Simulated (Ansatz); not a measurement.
This geometry of a periodic cell of 17 atoms, LiTa$_{16}$ (host Ta, host structure bcc, interstitial Li) is a first-order saddle point.

Theory: DFT PBE-D3(BJ), scalar-relativistic, plane waves, PAW in Ansatz 0.2.0. Settings: cutoff 420 eV, k mesh 3x3x3, gaussian smearing 0.05 eV, no spin polarisation.

```xyz
17
Lattice="6.6200 0.0000 0.0000 0.0000 6.6200 0.0000 0.0000 0.0000 6.6200" Properties=species:S:1:pos:R:3
Ta -0.004 -0.006 0.001
Ta 3.251 -0.014 0.000
Ta -0.012 3.249 0.000
Ta 0.331 0.328 3.312
Ta 1.714 1.712 1.609
Ta 3.221 3.219 -0.001
Ta 3.231 -0.001 3.310
Ta 4.966 1.596 1.681
Ta 0.001 3.229 3.310
Ta 1.598 4.964 1.681
Ta 1.714 1.712 5.013
Ta 3.378 3.376 3.310
Ta 4.846 4.844 1.372
Ta 4.966 1.595 4.939
Ta 1.598 4.964 4.939
Ta 4.849 4.846 5.246
Li 5.487 5.485 3.308
```

Q: Which two structures does it join? (They come from a converged band through this point; their orientation in space is the band's.)

A: The atom that moves furthest is Li17, by 1.17 Å; four of its nearest neighbours are Ta16 2.16, Ta9 2.16, Ta4 2.16, Ta13 2.16 Å at the first end and Ta16 2.16, Ta13 2.16, Ta7 2.16, Ta4 2.16 Å at the last.

Image 0:

```xyz
17
Lattice="6.6200 0.0000 0.0000 0.0000 6.6200 0.0000 0.0000 0.0000 6.6200" Properties=species:S:1:pos:R:3
Ta -0.013 0.015 0.002
Ta 3.233 0.038 0.002
Ta -0.013 3.295 0.002
Ta 0.161 0.267 3.311
Ta 1.736 1.655 1.619
Ta 3.233 3.272 0.002
Ta 3.367 -0.046 3.312
Ta 4.982 1.655 1.641
Ta 0.162 3.041 3.311
Ta 1.601 4.965 1.703
Ta 1.736 1.655 5.005
Ta 3.367 3.355 3.312
Ta 4.809 4.965 1.390
Ta 4.981 1.655 4.982
Ta 1.602 4.965 4.921
Ta 4.806 4.965 5.236
Li 5.794 4.964 3.315
```

Image 6:

```xyz
17
Lattice="6.6200 0.0000 0.0000 0.0000 6.6200 0.0000 0.0000 0.0000 6.6200" Properties=species:S:1:pos:R:3
Ta 0.018 -0.015 -0.002
Ta 3.297 -0.014 -0.002
Ta 0.040 3.231 -0.002
Ta 0.270 0.160 3.308
Ta 1.657 1.735 1.615
Ta 3.274 3.231 -0.002
Ta 3.044 0.160 3.308
Ta 4.967 1.600 1.699
Ta -0.044 3.366 3.308
Ta 1.657 4.980 1.637
Ta 1.657 1.734 5.001
Ta 3.358 3.366 3.308
Ta 4.967 4.806 1.385
Ta 4.967 1.600 4.917
Ta 1.657 4.980 4.978
Ta 4.967 4.805 5.231
Li 4.967 5.792 3.308
```

Q: How far does it lie above each of them?

A: 0.094 eV above the first and 0.094 eV above the second. This is the barrier of this one path; another mechanism may lie lower. Limits of this set-up: coarse k mesh, a small cell, in which the defect meets its images, a typed lattice constant that wasn't relaxed here.

Run time: 8.3 min on 4 threads of Intel(R) Xeon(R) CPU @ 2.60GHz (Ice Lake), with other jobs on the host, peak memory 2.7 GiB.
